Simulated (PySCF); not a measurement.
**Working with the constants of NaI⁻**

UHF-SCS-MP2 constants of NaI⁻, ²Σ⁺ (doublet), unpaired electrons σ ↑ (PySCF, scalar-relativistic core potentials, basis sets Na def2-SVPD, I def2-SVPD with ECP28; masses 22.9898 and 126.9045 u):

* ωe: 162.8 cm⁻¹
* ωexe: 1.07 cm⁻¹
* Be: 0.095746 cm⁻¹
* αe: 0.000843 cm⁻¹
* D (centrifugal): 1.33e-07 cm⁻¹
* De to Na + I⁻: 0.91 eV

Task: Give the vibrational terms G(v) and spacings up to v = 6.

Result: G(v) = ωe(v+½) − ωexe(v+½)².

```
v  G(v) (cm⁻¹)  G(v) − G(v−1)  Bv (cm⁻¹)
0         81.1                   0.09532
1        241.8          160.7    0.09448
2        400.3          158.5    0.09364
3        556.7          156.4    0.09280
4        710.9          154.2    0.09195
5        863.0          152.1    0.09111
6       1013.0          150.0    0.09027
```

Task: How well does the Morse estimate ωe²/(4ωexe) reproduce De, and what is D0?

Result: It gives 0.77 eV, 84 % of the computed De. D0 = De − G(0) = 0.91 − 0.01 = 0.90 eV.

Correlated steps freeze 5 core orbitals. Correlated levels converge slowly with the basis: in double zeta they bind strong bonds too weakly, by up to about 1 eV, and carry superposition errors of some tenths. Spin–orbit coupling is left out. For an ion De counts to the pair picked by the measured ionisation energies or electron affinities, which need not be the lowest pair at this level. The state was picked by a PBE0 search and need not be the measured ground state.
